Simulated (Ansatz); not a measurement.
CH3Te (SMILES C[Te]) moved off its minimum; all values from Ansatz (an electronic-structure program), cores frozen in correlated methods. Open shells are unrestricted. Elements past Kr take the def2 small-core potentials, without spin–orbit coupling.
(charge 0, multiplicity 2)
```xyz
5

C     -1.8079    -0.0249     0.0602
Te     0.3057    -0.0118    -0.0233
H     -2.1491    -0.8305    -0.6546
H     -2.2099    -0.2274     1.0325
H     -2.1795     0.9678    -0.3144
```

Q: Give the forces (eV/Å), the total energy and the dipole at CCSD(T)/def2-TZVPPD.

A: 
```csv
atom,Fx,Fy,Fz
C1,-1.088,0.212,-1.599
Te2,0.570,-0.016,0.079
H3,0.280,0.891,0.675
H4,-0.043,-0.094,0.545
H5,0.281,-0.993,0.300
```
Energy -306.9571 hartree, dipole 1.18 D.
